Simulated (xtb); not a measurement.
BHN, SMILES B=[N] (connectivity only; charge and spin as stated), charge -1, multiplicity 1. All values are semi-empirical tight-binding results from xtb (GFN2-xTB unless named), good for trends rather than for accurate numbers. Geometry optimised at GFN2-xTB. The multiplicity is an assumed one; other spin states were not compared. The isomer is the one that the SMILES or the coordinates give; other isomers of the formula were not compared.

Optimised geometry:

```xyz
3

B      0.0000     0.0000    -0.5815
N      0.0000     0.0000     0.6733
H      0.0000     0.0000    -1.8053
```
Charge -1, spin multiplicity 1.

The point group as xtb finds it comes out as C∞v. The orbital gap comes out as 6.05 eV and the zero-point energy is 7.5 kcal/mol. The G − E(el) at 298.15 K (modified RRHO) is -4.7 kcal/mol and the static polarisability (D4 model) is 32.5 bohr³. The solvation energy, GFN2-xTB/ALPB(water) comes out as -76.0 kcal/mol and the solvation energy, GFN2-xTB/ALPB(dmso) is -67.0 kcal/mol.

Computed IR lines (harmonic; lines under 4 % of the strongest left out, lines within 3 cm⁻¹ merged):
ν (cm⁻¹): 641 (m), 1838 (w), 2147 (vs) (against the strongest line: vs over 80 %, s over 45 %, m over 15 %, w over 4 %, vw less)

Computed atomic charges and the Wiberg bond orders between heavy atoms:
charges (e) B1 0.17, N2 -0.81, H3 -0.36. Bond orders B1–N2 2.73.
